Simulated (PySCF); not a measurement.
**Question.** What does the PBE0-D3(BJ)/def2-SVP structure of `CNC/C([O-])=C/C(C)=O` look like in three dimensions? (Charge -1.)

**Answer.** 
```
atom  x, y, z in Å
C1    -1.991   -1.098   -0.589
N2    -1.708    0.229   -0.090
C3    -0.655    0.213    0.908
C4     0.752    0.132    0.259
O5     0.804    0.522   -0.929
C6     1.794   -0.325    1.083
C7     3.182   -0.425    0.754
C8     3.620   -0.013   -0.647
O9     4.045   -0.827    1.547
H10   -2.450   -1.714    0.205
H11   -1.101   -1.648   -0.962
H12   -2.720   -1.043   -1.416
H13   -1.254    0.732   -0.863
H14   -0.694    1.150    1.496
H15   -0.810   -0.610    1.626
H16    1.543   -0.638    2.103
H17    4.685   -0.265   -0.762
H18    3.002   -0.490   -1.420
H19    3.469    1.069   -0.795
```

Any rigid rotation of these coordinates is as good. Atoms count from 1 in this order. H13 on N2 lies 2.07 Å from O5, 4 bonds away (angle at H 114°; Bondi radii sum to 2.72 Å). Of the pairs four or more bonds apart, those above aside, O5···C8 is among the closest relative to their van der Waals radii: 2.88 Å, 89 % of the sum of Bondi's values. C6 (carbon bonded to 2 C and H) is planar (angles 127.5°, 117.9° and 114.6°, sum 360.0°, 0.00 Å off the plane of its three neighbours). The C–C distances run from 1.405 Å (C4=C6, drawn double in one of several resonance forms) to 1.551 Å (C3–C4, drawn single), a spread of 0.146 Å.

Bonds between heavy atoms (Å): C1–N2 1.446, N2–C3 1.451, C3–C4 1.551, C4–O5 1.252, C4=C6 1.405, C6–C7 1.430, C7–C8 1.525, C7=O9 1.238.

The calculation used PBE0-D3(BJ)/def2-SVP geometry optimisation, gas phase (PySCF).

Point group: C1 (no symmetry element, even within 0.4 Å). Stationary, but not proved a minimum. The geometry's basis has no diffuse functions, a weakness for an anion. Torsions: C1–N2–C3–C4 80°, N2–C3–C4–O5 22°, C4–C6–C7–C8 -1°.

One conformer stands for the species.
